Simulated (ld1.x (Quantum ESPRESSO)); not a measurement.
# What one change does to a pseudopotential (thallium (Tl), TM)

```json
{
  "Element": "Tl",
  "Generator": "ld1.x (Quantum ESPRESSO) 7.5",
  "Type": "norm-conserving Troullier–Martins (Kleinman–Bylander form)",
  "Functional": "PBE",
  "Relativity": "non-relativistic",
  "Frozen core": "[Xe] 4f14 5d10",
  "Valence charge": "3",
  "Reference configuration": "6s2 6p0.5 (charge +0.5)",
  "Partial waves": "6s (bound): rc 2.05 bohr; 6p (bound): rc 2.90 bohr",
  "Local potential": "the p channel",
  "Core correction": "a·sin(br)/r model core inside 1.95 bohr"
}
```

Change: local potential all-electron potential smoothed inside 2.00 bohr (lloc = -1).

Cutoffs: the cutoffs (Ry, on a coarse ladder) from which the occupation-weighted sum of valence levels, in a spherical-Bessel basis at the reference potential, stays within 10 and 1 mRy of its value at 400 Ry; they do not see the model core or the augmentation charge, which bear on the density cutoff. Errors are all-electron minus pseudo energies relative to the spin-unpolarised reference configuration.

**Question.** How do hardness, ghosts and transferability respond?

**Answer.** The potential gets neither clearly harder nor softer (18 Ry and 40 Ry → 18 Ry and 35 Ry); a bound ghost appears in d, s, which as a rule spoils a file; of the 7 tests that both files solve, the error grows in 1 and shrinks in 0 by more than 15 % and 0.3 meV (median size 11.2 → 11.5 meV); the range in which the s phases agree widens (upper end 1.0 → 2.2); the range in which the p phases agree narrows (upper end 2.1 → 0.7). In the separable form a ghost depends on how the local part lies against the semilocal potential of the channel, so the choice of the local part can create or remove one.

| quantity | base | changed |
| --- | --- | --- |
| cutoff, loose | 18 Ry | 18 Ry |
| cutoff, tight | 40 Ry | 35 Ry |
| loose cutoff by channel (10 mRy a level) | s 12 Ry, p 6 Ry | s 15 Ry, p 6 Ry |
| bound ghosts | none | s, d |
| error for 6s2 6p1, meV [ΔE -1.95 eV] | -2.1 | -2.2 |
| error for 6s2 6p0, meV [ΔE 3.37 eV] | -4.9 | -5.8 |
| error for 6s1 6p0, meV [ΔE 21.21 eV] | -149 | -163 |
| error for 6s0 6p3, meV [ΔE 8.29 eV] | -56 | -52 |
| error for 6s2 6p1.3, meV [ΔE -2.50 eV] | -3.6 | -3.7 |
| error for 6s1 6p1, meV [ΔE 9.04 eV] | -35 | -35 |
| error for 6s1 6p2, meV [ΔE 3.07 eV] | -11 | -11 |
| s: phases at 3.16 bohr within 0.05 rad from the reference energy up to (Ry; the scan ends near 5) | 1.0 | 2.2 |
| p: phases at 3.16 bohr within 0.05 rad from the reference energy up to (Ry; the scan ends near 5) | 2.1 | 0.7 |

 A true bound ghost makes a file unfit for plane-wave use even where its test errors are small: the radial tests pick states by their node count and pass the ghost by.
